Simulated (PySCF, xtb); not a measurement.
Si(Cl)2(F)(GeH3) (Cl2FGeH3Si), SMILES F[Si](Cl)(Cl)[GeH3].

Harmonic wavenumbers (cm⁻¹) from xtb 6.7.1 with GFN2-xTB at its own minimum, in rising order: 32, 77, 98, 143, 178, 188, 340, 434, 439, 530, 549, 779, 806, 866, 869, 2017, 2094, 2100.

Problem. What does ωB97X-D3(BJ)/def2-SVP (PySCF) give at its own minimum? (The exact figures need the calculation; the answer reports its results.)

Solution. 91, 100, 111, 185, 205, 246, 379, 487, 490, 598, 636, 818, 894, 898, 925, 2204, 2209, 2209. Paired by order, the mean absolute difference is 64 cm⁻¹ and the zero-point energies are 17.9 and 19.6 kcal/mol.
